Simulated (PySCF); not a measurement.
Two-component Hartree-Fock for Cl⁷⁺ (chlorine, charge +7)

Start: [Ne]. Calculated with PySCF 2.14 in an uncontracted even-tempered set (19 s from 0.15 bohr⁻², ratio 2.6; 12 p from 0.19 bohr⁻², ratio 2.6; 7 d from 0.2 bohr⁻², ratio 2.8; 3 f from 11 bohr⁻², ratio 2.8): generalised Hartree-Fock with the X2C-1e Hamiltonian and a Gaussian nucleus; spin-orbit coupling (SO) screened by Boettger's factors.

```
spinor shell  electrons  ε, screened SO (eV)  weight of nominal j (screened SO)  rms radius, screened SO (bohr)
       1s1/2          2              -3002.4                              1.000                           0.105
       2s1/2          2              -420.12                              1.000                           0.475
       2p1/2          2              -351.71                              1.000                           0.443
       2p3/2          4              -349.89                              1.000                           0.445
```

| quantity | screened SO |
| --- | --- |
| E (hartree) | -446.15294 |
| M_J | 0 |
| ⟨J²⟩ | 0.000 |
| ⟨L²⟩ | 0.000 |
| ⟨S²⟩ | 0.000 |
